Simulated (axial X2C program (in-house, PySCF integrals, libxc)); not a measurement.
**Outer orbitals of BBr⁺ at 1.750 Å, HF**

Calculated with an in-house relativistic program for diatomic molecules. Spin-free means the one-electron spin-free X2C Hamiltonian; two-component (2c) means X2C with spin–orbit coupling and atomic mean-field two-electron Coulomb and Gaunt terms, so the difference of the two also holds small scalar two-electron terms. Basis: Br dyall-cv3z [8s9p6d4f1g], B dyall-v3z [7s6p2d1f] (cores contracted in-house); Gaussian nuclei, density fitting, unrestricted open shells. Masses: Br 78.918 u, B 11.009 u.

The distance is close to the 2c PBE0 minimum; the highest filled and lowest empty levels are listed.

Spin-free orbitals, state M_S = 1/2, Λ = 0 (beyond evenly filled blocks: σα) (Löwdin shares):

```csv
symmetry,occupied,ε (eV),atomic character
σα,yes,-25.37,"48% Br p, 36% B s, 10% Br s"
σβ,yes,-24.13,"61% Br p, 18% B s, 10% Br s"
σα,yes,-20.89,"53% B p, 24% B s, 19% Br p"
π-β,yes,-20.10,"80% Br p, 13% B p, 6% B d"
π+β,yes,-20.10,"80% Br p, 13% B p, 6% B d"
π-α,yes,-19.98,"75% Br p, 18% B p, 5% B d"
π+α,yes,-19.98,"75% Br p, 18% B p, 5% B d"
σβ,no,-7.11,"52% B s, 34% B p, 7% Br p"
π+α,no,-6.18,"73% B p, 14% Br p, 8% Br d"
π-α,no,-6.18,"73% B p, 14% Br p, 8% Br d"
π-β,no,-4.72,"76% B p, 11% Br d, 10% Br p"
π+β,no,-4.72,"76% B p, 11% Br d, 10% Br p"
```

Spinors with spin–orbit coupling (state Ω = 1/2):

```json
{"ω": "1/2", "occupied": "yes", "ε (eV)": "-25.38", "atomic character": "49% Br p, 36% B s, 10% Br s", "λ mixture": "100% σ"}
{"ω": "-1/2", "occupied": "yes", "ε (eV)": "-24.14", "atomic character": "61% Br p, 18% B s, 10% Br s", "λ mixture": "100% σ"}
{"ω": "1/2", "occupied": "yes", "ε (eV)": "-20.91", "atomic character": "51% B p, 24% B s, 22% Br p", "λ mixture": "96% σ, 4% π"}
{"ω": "1/2", "occupied": "yes", "ε (eV)": "-20.26", "atomic character": "78% Br p, 14% B p, 6% B d", "λ mixture": "96% π, 4% σ"}
{"ω": "-1/2", "occupied": "yes", "ε (eV)": "-20.15", "atomic character": "76% Br p, 17% B p, 5% B d", "λ mixture": "100% π"}
{"ω": "-3/2", "occupied": "yes", "ε (eV)": "-19.92", "atomic character": "80% Br p, 13% B p, 6% B d", "λ mixture": "100% π"}
{"ω": "3/2", "occupied": "yes", "ε (eV)": "-19.80", "atomic character": "74% Br p, 19% B p, 5% B d", "λ mixture": "100% π"}
{"ω": "-1/2", "occupied": "no", "ε (eV)": "-7.10", "atomic character": "52% B s, 34% B p, 7% Br p", "λ mixture": "100% σ"}
{"ω": "-1/2", "occupied": "no", "ε (eV)": "-6.18", "atomic character": "74% B p, 14% Br p, 8% Br d", "λ mixture": "100% π"}
{"ω": "3/2", "occupied": "no", "ε (eV)": "-6.17", "atomic character": "72% B p, 16% Br p, 8% Br d", "λ mixture": "100% π"}
{"ω": "1/2", "occupied": "no", "ε (eV)": "-4.72", "atomic character": "77% B p, 11% Br d, 10% Br p", "λ mixture": "100% π"}
```

Q: How does the gap between the highest filled and lowest empty level change from the spin-free to the 2c table?

A: From 12.87 to 12.70 eV at HF, a change of -0.17 eV.

Mulliken charges and populations of the two-component result (they depend on the basis, above all on diffuse functions):

Br 0.46 e (s 7.89 p 16.59 d 10.05 f 0.01), B 0.54 e (s 3.17 p 1.17 d 0.10 f 0.01). ⟨Lz⟩ = 0.00 ħ and ⟨Sz⟩ = 0.50 ħ (-0.01 and 0.51 on the two atoms), which add up to Ω.

Occupations by symmetry block were frozen at the best pattern of an incomplete PBE0 search.
